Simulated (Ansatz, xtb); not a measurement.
# Relative energy of two isomers of C2H3OZn

Structure I is the doublet with the links of `O=C[CH2][Zn]` and structure II is the doublet with the links of `C=C[O][Zn]`. Both are isolated molecules in the gas phase, relaxed with PBE0-D3(BJ)/pcseg-1; the shapes shown needn't be the lowest conformers.

I (Å):

```yaml
atoms:
  - { symbol: C, position_ang: [0.8747, 1.9008, -0.8635] }
  - { symbol: C, position_ang: [0.7278, 1.0186, 0.2906] }
  - { symbol: O, position_ang: [-0.0356, 2.4715, -1.4313] }
  - { symbol: Zn, position_ang: [0.8113, 2.1634, 2.0301] }
  - { symbol: H, position_ang: [1.9285, 2.0627, -1.1992] }
  - { symbol: H, position_ang: [-0.2696, 0.5697, 0.3656] }
  - { symbol: H, position_ang: [1.5365, 0.2893, 0.4130] }
```

II (Å):

```xyz
7

C    -0.2223   -0.3083    0.0368
C    -1.4430   -0.0397   -0.4451
O    -2.6067   -0.5962   -0.1254
Zn   -2.7337   -1.9667    1.1610
H    -0.0592   -1.0733    0.8006
H     0.6469    0.2352   -0.3245
H    -1.5573    0.7380   -1.2118
```

Energies in hartree; the thermal terms are from PBE0-D3(BJ)/pcseg-1 harmonic frequencies (ideal gas, rigid rotor, one conformer each, 298.15 K, 1 atm) and include the zero-point energy:

|  | I | II |
| --- | --- | --- |
| E, CCSD(T)/def2-SVP | −1930.569452 | −1930.570242 |
| E, MP2/def2-SVP | −1930.544779 | −1930.545844 |
| E, MP2/def2-TZVPP | −1931.541286 | −1931.541259 |
| zero-point energy | 0.045130 | 0.045259 |
| H(298 K) − E | 0.051026 | 0.051251 |
| G(298 K) − E | 0.015239 | 0.015245 |

Question: Correct the CCSD(T) difference for the basis set by the MP2 change, then work out ΔE, ΔE₀, ΔH and ΔG for I → II in kcal/mol (1 Eh = 627.51 kcal/mol) and the equilibrium ratio [II]/[I].

Answer: 1. Differences II − I: CCSD(T) −0.000790, MP2 in the small set −0.001065, MP2 in the large set +0.000027 Eh.
2. ΔE = −0.000790 + (+0.000027 − (−0.001065)) = +0.000302 Eh = +0.19 kcal/mol.
3. ΔE₀ = ΔE + ΔZPE = +0.000302 + (+0.000129) Eh = +0.27 kcal/mol.
4. ΔH = ΔE + (+0.000225) Eh = +0.33 kcal/mol.
5. ΔG = ΔE + (+0.000006) Eh = +0.19 kcal/mol, so ΔS = (ΔH − ΔG)/T = +1.9 J/(mol K).
6. kT = 0.9442 mEh, so K = [II]/[I] = exp(−ΔG/kT) = exp(−0.33) ≈ 0.72.

The two are too close for this level to say which is favoured. An error of 1 kcal/mol in ΔG would change K by a factor of 5.4. Mirror images and further conformers aren't counted.

As drawn, II has 1 C=C, 1 C–O, 1 O–Zn in place of 1 C=O, 1 C–C, 1 C–Zn.

Other levels gave ΔE = +2.2 (PBE0-D3(BJ)/pcseg-1); −3.8 (HF/def2-SVP); −0.7 (MP2/def2-SVP); −0.5 (CCSD(T)/def2-SVP) kcal/mol. Open shells are spin-unrestricted. The correlated steps freeze 8 core orbitals; the last core shell of Zn is correlated, in a basis made for valence electrons. Programs: Ansatz 0.2.0.
